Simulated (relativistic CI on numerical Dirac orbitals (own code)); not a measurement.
# Calculated levels, W¹⁸⁺

Calculated at this level of theory: Dirac-Coulomb-Breit CI, KLI orbitals optimised for each configuration, model QED, unscaled Slater integrals (own radial code, finite nucleus).

CI space (outside the closed core [Ar] 3d10): 4s2.4p6.4d10.4f10, 4s2.4p6.4d10.4f9.5s, 4s2.4p6.4d9.4f11, 4s2.4p6.4d10.4f9.6s, 4s2.4p5.4d10.4f11, 4s.4p6.4d10.4f11, 4s2.4p6.4d10.4f8.5s2, 4s2.4p6.4d10.4f7.5s2.6s, 4p6.4d10.4f12, 4p6.4d9.4f13, 4p5.4d10.4f13. Double excitations out of closed p, d and f shells are left out; levels of such configurations are missing from the list, as are those of other unlisted configurations, and high levels can miss mixing partners.

The lowest level is 4s2.4p6.4d10.4f10 5I_8, with 88 % of that term; Hund's rules for 4s2.4p6.4d10.4f10 give 5I with J = 8, in agreement.

```tsv
No.	Configuration	Term	J	E (eV)	%	Next component (%)	Landé g
1	4s2.4p6.4d10.4f10	5I	8	0.0000	88	12 3K	1.232
2	4s2.4p6.4d10.4f10	5I	7	1.8516	94	5 3K	1.168
3	4s2.4p6.4d10.4f10	5I	6	2.9503	87	10 3H	1.077
4	4s2.4p6.4d10.4f10	5I	5	3.5243	50	17 3G	1.041
5	4s2.4p6.4d10.4f10	5F	5	4.2576	48	32 5I	1.195
6	4s2.4p6.4d10.4f10	5I	4	4.3534	76	19 3H	0.656
7	4s2.4p6.4d10.4f10	5S	2	4.6903	27	23 3P	1.409
8	4s2.4p6.4d10.4f10	3K	8	5.1253	60	14 1L	1.099
9	4s2.4p6.4d10.4f10	5F	4	5.2799	83	13 3F	1.323
10	4s2.4p6.4d10.4f10	5S	2	5.9084	49	25 5F	1.510
11	4s2.4p6.4d10.4f10	5F	3	5.9779	80	12 3D	1.243
12	4s2.4p6.4d10.4f10	5G	6	6.0059	60	32 3H	1.256
13	4s2.4p6.4d10.4f10	5F	1	6.2942	59	35 3D	0.261
14	4s2.4p6.4d10.4f10	5F	5	6.4762	33	31 3G	1.241
15	4s2.4p6.4d10.4f10	3K	7	6.7599	76	13 3L	1.012
16	4s2.4p6.4d10.4f10	3G	4	6.8292	41	35 5G	1.107
17	4s2.4p6.4d10.4f10	3L	9	7.0460	88	12 3M	1.097
18	4s2.4p6.4d10.4f10	3H	6	7.4254	57	34 5G	1.205
19	4s2.4p6.4d10.4f10	3F	4	7.7198	35	22 1G	1.075
20	4s2.4p6.4d10.4f10	5F	2	7.7315	39	24 3F	0.918
21	4s2.4p6.4d10.4f10	5G	5	7.8399	64	21 3H	1.175
22	4s2.4p6.4d10.4f10	3K	6	8.0089	81	8 1I	0.892
23	4s2.4p6.4d10.4f10	5G	3	8.0311	45	24 3F	1.040
24	4s2.4p6.4d10.4f10	3M	10	8.4426	96	4 1N	1.094
25	4s2.4p6.4d10.4f10	3F	2	8.5033	25	20 5G	0.888
26	4s2.4p6.4d10.4f10	3L	8	8.9602	56	21 3K	1.012
27	4s2.4p6.4d10.4f10	3D	3	8.9644	54	22 5G	1.169
28	4s2.4p6.4d10.4f10	3P	1	9.0518	65	25 5F	1.028
29	4s2.4p6.4d10.4f10	1L	8	9.2146	56	22 3L	0.990
30	4s2.4p6.4d10.4f10	3F	3	9.3594	53	34 3G	1.010
31	4s2.4p6.4d10.4f10	3P	0	9.6037	97	3 5D	
32	4s2.4p6.4d10.4f10	1G	4	9.6847	33	24 3G	1.078
33	4s2.4p6.4d10.4f10	3I	7	9.7827	71	16 1K	1.101
34	4s2.4p6.4d10.4f10	3F	2	9.8206	26	25 5G	0.878
35	4s2.4p6.4d10.4f10	5D	4	9.8806	32	28 5G	1.188
36	4s2.4p6.4d10.4f10	3I	5	9.8905	54	17 3G	0.954
37	4s2.4p6.4d10.4f10	3L	7	10.1666	75	12 3I	0.923
38	4s2.4p6.4d10.4f10	3P	2	10.2047	29	23 1D	1.102
39	4s2.4p6.4d10.4f10	3I	6	10.3069	77	11 3H	1.025
40	4s2.4p6.4d10.4f10	3M	9	10.3120	88	12 3L	1.021
41	4s2.4p6.4d10.4f10	3F	4	10.3498	62	13 5F	1.199
42	4s2.4p6.4d10.4f10	3H	5	10.5077	56	21 3G	1.075
43	4s2.4p6.4d10.4f10	3D	1	11.2317	41	24 3P	0.873
44	4s2.4p6.4d10.4f10	3H	4	11.2858	35	34 3F	1.040
45	4s2.4p6.4d10.4f10	5D	3	11.4729	41	30 3G	1.128
```

Energies count from the lowest computed level.

The mean weight of the leading LS term, summed over parents, in these 45 levels is 59 %, and that of the leading jj configuration (from the same eigenvectors) 61 %.

At this charge transitions that keep the count of f electrons are usually good to a few per cent. Terms inside the open d or f shell come out 10 to 20 % too wide with unscaled integrals. Levels that differ in their count of f electrons can be misplaced by several ten thousand cm⁻¹, since the correlation energy of f electrons is missing or only estimated; rates across such gaps can be off by orders of magnitude.

LS names give the leading component of a level, which can be under half, so a name can repeat, a term be missing and a line seem to break the LS rules.
